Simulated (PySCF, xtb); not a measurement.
SiH3F, SMILES F[SiH3].

Harmonic wavenumbers (cm⁻¹) from GFN2-xTB run with xtb 6.7.1 at its own minimum, in rising order: 570, 570, 778, 778, 788, 831, 2342, 2344, 2364.

### Question
What does r2SCAN-D4/def2-TZVP in PySCF give at its own minimum? (Estimate from the structure and the level; the computed values follow.)

### Answer
728, 728, 879, 960, 960, 993, 2241, 2249, 2249. Paired by order, the mean absolute difference is 138 cm⁻¹ and the zero-point energies are 16.2 and 17.1 kcal/mol.
